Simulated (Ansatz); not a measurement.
Start from `CCNC=S` and change one atom or group to get `S=C[NH][InH2]`.

Ansatz, PBE0-D4/def2-TZVP geometries, multiplicity 1. Each molecule was computed in one conformer, which needn't be the lowest.

Elements past krypton have def2 core potentials.

```tsv
property	`CCNC=S`
HOMO energy (ωB97M-V/def2-TZVPP) / eV	-8.24
size of the dipole moment (B3LYP/def2-TZVPP) / D	5.05
size of the dipole moment (ωB97M-V/def2-TZVPP) / D	5.07
HOMO–LUMO gap (B3LYP/def2-TZVPP) / eV	4.79
HOMO–LUMO gap (PBE0/def2-TZVPP) / eV	5.24
HOMO energy (B3LYP/def2-TZVPP) / eV	-5.79
```

Problem. Give the same properties after the change, and the shifts. (Best estimate.)

Solution. Computed: 
```json
{"property": "HOMO energy (ωB97M-V/def2-TZVPP) / eV", "`S=C[NH][InH2]`": "-8.10", "shift": "0.14"}
{"property": "size of the dipole moment (B3LYP/def2-TZVPP) / D", "`S=C[NH][InH2]`": "5.24", "shift": "0.19"}
{"property": "size of the dipole moment (ωB97M-V/def2-TZVPP) / D", "`S=C[NH][InH2]`": "5.57", "shift": "0.50"}
{"property": "HOMO–LUMO gap (B3LYP/def2-TZVPP) / eV", "`S=C[NH][InH2]`": "3.25", "shift": "-1.54"}
{"property": "HOMO–LUMO gap (PBE0/def2-TZVPP) / eV", "`S=C[NH][InH2]`": "3.73", "shift": "-1.51"}
{"property": "HOMO energy (B3LYP/def2-TZVPP) / eV", "`S=C[NH][InH2]`": "-5.74", "shift": "0.05"}
```

With PBE0 the HOMO rises by 0.08 eV and the LUMO falls by 1.43 eV, so the gap narrows by about 1.51 eV. PBE moves the HOMO by -0.02 eV and ωB97M-V by 0.14 eV. Dipoles are sizes alone; their direction can turn.

B3LYP here is the variant with VWN-RPA as its local correlation; programs differ in this.
